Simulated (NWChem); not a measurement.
[SiH3]S[SiH3] (Si₂H₆S), optimised at PBE0/def2-SVP with NWChem:

```
Property                           Result
---------------------------------  ------
highest occupied level (eV)         -7.45
orbital gap (eV)                     7.47
dipole (D)                           1.12
highest harmonic frequency (cm⁻¹)    2264
zero-point energy (kcal/mol)         32.7
```

This build's default masses of Se (78.918 u) and Br (79.917 u) are each other's, which moves their modes by up to 0.6 %.

**Question.** One S atom is replaced by Se, giving [SiH3][Se][SiH3] (Si2H6Se), optimised at the same level. How do these values move?

**Answer.** 
```tsv
quantity	new value	change
highest occupied level (eV)	-7.04	+0.41
orbital gap (eV)	6.93	-0.54
dipole (D)	0.99	-0.13
highest harmonic frequency (cm⁻¹)	2259	-5
zero-point energy (kcal/mol)	32.1	-0.6
```
